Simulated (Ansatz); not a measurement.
Molecule: CHS, net charge 0, doublet state. SMILES: [CH]=S
Geometry: optimised at B3LYP-D3(BJ)/def2-TZVP (Ansatz, a first-principles code).

Property: atomisation energy, in kcal/mol. Conventions: LANL2DZ with its own core potentials from Na on; open shells spin-unrestricted; no spin-orbit coupling; frozen cores in correlated levels; non-relativistic; atomisation electronic, to ground-state atoms; no dispersion term unless named; six Cartesian d functions in 6-31G* and its kin unless marked 5d. First-principles rows: single points at B3LYP-D3(BJ) geometries (Ansatz). A UHF reference is markedly spin-contaminated in at least one set, which strains HF and MP2.

| level | program | atomisation energy (kcal/mol) |
|---|---|---|
| HF/3-21G | Ansatz | 111.6 |
| PBE/3-21G | Ansatz | 213.7 |
| B3LYP/3-21G | Ansatz | 198.5 |
| B3LYP/LANL2DZ | Ansatz | 193.3 |
| B3LYP/6-31G* | Ansatz | 221.1 |
| B3LYP/6-31+G* | Ansatz | 219.5 |
| MP2/LANL2DZ | Ansatz | 154.9 |
| r2SCAN-D4/def2-TZVPD | Ansatz + dftd4 | 230.3 |
| PBE0/def2-TZVPD | Ansatz | 228.5 |
| wB97X-V/def2-TZVPD | Ansatz | 225.9 |

No value to compare with is used here. The 7 habitual levels span 111.6 (HF/3-21G) to 221.1 kcal/mol (B3LYP/6-31G*); wB97X-V/def2-TZVPD gives 225.9.

The levels are drawn from those run, B3LYP/6-31G* more often than the rest, none by its result; left out are runs that failed, that the program found above a lower state of the same kind, or whose <S^2> lies over 0.5 above the pure value.
